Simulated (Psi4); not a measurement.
Br2Zn (SMILES [Br][Zn][Br]), singlet, at a GFN2-xTB geometry (such geometries of metal compounds can be far from the true shape); R2SCAN/6-31G* (Psi4).

Psi4 was given this input:
```
memory 2 GB

molecule {
0 1
Zn   -0.00812161   -0.01195013   -0.01326557
Br   -0.24664341    1.76351145   -1.42520509
Br    0.25360479   -1.75326848    1.43657557
}

set {
  basis 6-31g*
}

energy('r2scan')
print_variables()
```

It wrote (shortened):

```
   => Loading Basis Set <=

    Name: 6-31G*
    Role: ORBITAL
    Keyword: BASIS

         ---------------------------------------------------------
                                   SCF
               by Justin Turney, Rob Parrish, Andy Simmonett
                          and Daniel G. A. Smith
                              RKS Reference
         ---------------------------------------------------------

  ==> Geometry <==

    Molecular point group: cs
    Full point group: Cs

    Geometry (in Angstrom), charge = 0, multiplicity = 1:

       Center              X                  Y                   Z               Mass
    ------------   -----------------  -----------------  -----------------  -----------------
         ZN           0.015647460904    -0.012365160566     0.000000000000    63.929142010000
         BR           1.407770852854     1.794489050723     0.000000000000    78.918337600000
         BR          -1.420446344769    -1.784472442038     0.000000000000    78.918337600000

  Running in cs symmetry.

  Rotational constants: A =    471.85811  B =      0.02053  C =      0.02053 [cm^-1]
  Rotational constants: A = 14145950.15170  B =    615.52198  C =    615.49519 [MHz]
  Nuclear repulsion =  629.307127396762098

  Charge       = 0
  Multiplicity = 1
  Electrons    = 100
  Nalpha       = 50
  Nbeta        = 50

  ==> Algorithm <==

  SCF Algorithm Type is DF.
  DIIS enabled.
  MOM disabled.
  Fractional occupation disabled.
  Guess Type is SAD.
  Energy threshold   = 1.00e-06
  Density threshold  = 1.00e-06
  Integral threshold = 1.00e-12

  ==> Primary Basis <==

  Basis Set: 6-31G*
    Blend: 6-31G*
    Number of shells: 36
    Number of basis functions: 109
    Number of Cartesian functions: 109
    Spherical Harmonics?: false
    Max angular momentum: 3

  ==> DFT Potential <==

   => LibXC <=

    Version 7.1.2
    S. Lehtola, C. Steigemann, M. J. T. Oliveira, and M. A. L. Marques,  SoftwareX 7, 1–5 (2018) (10.1016/j.softx.2017.11.002)

   => Composite Functional: R2SCAN <=

    r2SCAN Meta-GGA XC Functional  (0.1021/acs.jpclett.0c02405)
    J. W. Furness, A. D. Kaplan, J. Ning, J. P. Perdew, J. Sun  J. Phys. Chem. Lett.  11, 8208–8215, 2020

    Deriv               =              1
    GGA                 =           TRUE
    Meta                =           TRUE

    Exchange Hybrid     =          FALSE
    MP2 Hybrid          =          FALSE

   => Exchange Functionals <=

    1.0000   XC_MGGA_X_R2SCAN

[...]
   @DF-RKS iter   5: -6926.80792896674484   -2.38330e-02   2.30967e-03 DIIS/ADIIS
   @DF-RKS iter   6: -6926.83361051300471   -2.56815e-02   2.19507e-04 DIIS/ADIIS
   @DF-RKS iter   7: -6926.83364580973284   -3.52967e-05   8.39990e-05 DIIS
   @DF-RKS iter   8: -6926.83365424160002   -8.43187e-06   6.64960e-06 DIIS
   @DF-RKS iter   9: -6926.83365437289467   -1.31295e-07   1.10952e-06 DIIS
   @DF-RKS iter  10: -6926.83365437757493   -4.68026e-09   1.12070e-07 DIIS
  Energy and wave function converged.

  ==> Post-Iterations <==

   Electrons on quadrature grid:
      Ntotal   =  100.0000474199 ; deviation = 4.742e-05

    Orbital Energies [Eh]
    ---------------------

    Doubly Occupied:

[...]
    Virtual:

[...]
    Final Occupation by Irrep:
             Ap   App
    DOCC [    36,   14 ]
    NA   [    36,   14 ]
    NB   [    36,   14 ]

  @DF-RKS Final Energy: -6926.83365437757493

   => Energetics <=

    Nuclear Repulsion Energy =            629.3071273967620982
    One-Electron Energy =              -10902.2349239504183060
    Two-Electron Energy =                3599.8666396264070499
    DFT Exchange-Correlation Energy =    -253.7724974503252042
    Empirical Dispersion Energy =           0.0000000000000000
    VV10 Nonlocal Energy =                  0.0000000000000000
    Total Energy =                      -6926.8336543775749305

Computation Completed

Properties will be evaluated at   0.000000,   0.000000,   0.000000 [a0]

Properties computed using the SCF density matrix

 Multipole Moments:

 ------------------------------------------------------------------------------------
     Multipole            Electronic (a.u.)      Nuclear  (a.u.)        Total (a.u.)
 ------------------------------------------------------------------------------------

 L = 1.  Multiply by 2.5417464519 to convert [e a0] to [Debye]
 Dipole X            :         -0.0218694            0.0487202            0.0268508
 Dipole Y            :          0.0172819           -0.0385004           -0.0212184
 Dipole Z            :          0.0000000            0.0000000            0.0000000
 Magnitude           :                                                    0.0342226

 ------------------------------------------------------------------------------------

  Variable Map:
  ----------------------------------------------------------------------------
[...]
  Array Variable Map:
  ----------------------------------------------------------------------------
[...]
[...]
```
